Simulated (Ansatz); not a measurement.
Species: GeH2Cl, charge 0, doublet. GeH2Cl (SMILES [GeH2][Cl], doublet).
B3LYP-D3(BJ)/def2-TZVP minimum from Ansatz (an electronic-structure program):
```xyz
4

Ge     0.5929    -0.3892     0.0262
Cl    -1.1760     0.8801    -0.0570
H      0.4925    -1.1946     1.3483
H      0.5271    -1.3145    -1.2172
```
Charge 0, spin multiplicity 2.

Total energies in def2-SVP, 13 correlated electrons, 19 frozen orbitals. UHF or UKS for unpaired electrons; spin-orbit terms are left out. Cores are frozen in correlated methods (noble-gas shells, and filled d and f shells in the p block). No relativity.

| method | program | energy (Eh) | minus CCSDTQ (mEh) |
|---|---|---|---|
| HF | Ansatz | -2535.62719 | 250.53 |
| MP2 | Ansatz | -2535.84092 | 36.80 |
| CCSD | Ansatz | -2535.87120 | 6.53 |
| CCSD(T) | Ansatz | -2535.87653 | 1.19 |
| CCSDT(Q) | Ansatz | -2535.87773 | -0.01 |
| CCSDTQ | Ansatz | -2535.87773 | 0.00 |

Rough core times of Ansatz's runs on a shared machine: CCSD(T) under 20 s, CCSDT(Q) 60 s, CCSDTQ 2 h.
